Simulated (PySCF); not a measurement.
## Spin states of MgSb⁺

Unrestricted PBE0; Mg aug-cc-pVDZ, Sb aug-cc-pVDZ-PP with ECP28; scalar-relativistic core potentials (PySCF 2.14). Outer shells of the fragments: Mg+ 3s1; Sb 4d10 5s2 5p3.

Followed along the bond (rough minima from three points):

```
2Ms+1    unpaired  ⟨S²⟩ at the start  R at minimum (Å)  Te (eV)
    3        π ↑↑               2.08              2.76     0.00
    1        π ↑↓               1.01              2.74     0.35
    1        none               0.00              2.72     1.26
    5  σ ↑↑, π ↑↑               6.00  none in the scan   ≤ 1.36
```

Solutions found at the starting distance of 2.820 Å, counted from the lowest of them; the search is not exhaustive and high or unbound solutions are not listed, so other states can lie among these:

```tsv
2Ms+1	unpaired	term	E (eV)	⟨S²⟩	⟨Lz²⟩	μ (D)
3	π ↑↑	³Σ⁻	0.00	2.08	0.00	-8.81
1	π ↑↓	mixed	0.36	1.01	2.01	-9.02
1	none	mixed	1.28	0.00	2.00	-8.99
5	σ ↑↑, π ↑↑	⁵Σ⁻	1.52	6.00	0.00	-5.20
3	σ ↑, π ↑	³Π	1.66	2.01	1.00	-3.65
1	σ ↓, π ↑	mixed	1.73	1.00	1.00	-3.70
```

A term symbol is given only where ⟨S²⟩ and ⟨Lz²⟩ are close to those of a pure state; real π, δ and φ orbitals otherwise mix terms. A positive dipole points towards Sb; it is taken about the centre of mass and depends on that origin.

Spin–orbit coupling is left out. Counting both spins, an empty level lies below a filled one in some of these solutions, because spin and occupation are held.
